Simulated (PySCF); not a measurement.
# Computed properties of Zr(H)3(OSiH3) (H6OSiZr), SMILES [O]([ZrH3])[SiH3], multiplicity 1

Zr(H)3(OSiH3) (H₆OSiZr), SMILES [SiH3][O][ZrH3], multiplicity 1. The structure is a stationary point at B3LYP-D3(BJ)/def2-SVP. The spin state was assumed, not searched. The structure was generated by enumeration; whether it is a known compound was not checked. The def2 effective core potentials stand for the cores of Zr; spin–orbit coupling is left out. Other conformers were not sampled. All values are computed for the isolated molecule unless a solvent is named; none is compared with measurement here.

**Structure.** The optimised structure has C3v symmetry. All 21 harmonic modes at B3LYP-D3(BJ)/def2-SVP (PySCF) are real, so it is a minimum. With heavy atoms numbered as in [ZrH3:1][O:5][SiH3:6], the shortest bond between them is O5–Si6 at 1.681 Å and the longest Zr1–O5 at 1.909 Å.

**Vibrations.** The strongest infrared lines (harmonic, unscaled, degenerate partners summed) lie at 960 cm⁻¹ (1150 km/mol, H 55 %, O 24 %, Si 21 %), 1665 cm⁻¹ (1123 km/mol, H 98 %), 2245 cm⁻¹ (253 km/mol, H 96 %). The softest mode is at 48 cm⁻¹ and the zero-point energy is 29.1 kcal/mol.

**Electronic structure.** M06-2X/def2-TZVPD (PySCF) places the frontier levels at -9.38 and -1.23 eV, a gap of 8.15 eV, and gives a dipole moment of 1.18 D and a mean polarisability of 82.0 bohr³. PBE/def2-TZVPD (PySCF) at the same geometry gives -6.82 and -2.88 eV, so its gap is 4.21 eV narrower. An orbital gap is neither the optical nor the fundamental gap.

**Excitations.** TDDFT-CAM-B3LYP/def2-SVPD (PySCF) has S1 at 4.28 eV (289 nm, f = 0.000, dark); the most intense of the 10 singlets computed lies at 5.52 eV (f = 0.06). Strengths of degenerate partners are summed. T1 (TDA) is at 3.92 eV. No vertical singlet excitation falls in the visible range (under 3.1 eV).
